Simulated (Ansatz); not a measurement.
```yaml
crystal:
  periodic: [false, false, false]
  atoms:
    - {symbol: S, position_ang: [-0.373375, -2.240980, 0.373485]}
    - {symbol: C, position_ang: [-0.355994, -0.699612, -0.009333]}
    - {symbol: C, position_ang: [0.401781, 0.532399, 0.046427]}
    - {symbol: Se, position_ang: [-1.366845, 0.660280, -0.846086]}
    - {symbol: H, position_ang: [1.259848, 0.637492, -0.610542]}
    - {symbol: H, position_ang: [0.476684, 1.046321, 0.999949]}
basis:
  gaussian: {orbitals: "6-311G**"}
hamiltonian: {xc: {name: revPBE0}}
scf: {lower_state_search: full}
output: {forces: true}
```

```sh
$ ansatz run in.yaml --threads 2 --pin off --events-out ev --progress --plain --max-ram 4352MiB
```

How does Ansatz answer? (Best estimate.)

Ansatz gave: The input was rejected before any iteration.
```
Error: <dir> can't be read: No such file or directory (os error 2)
```
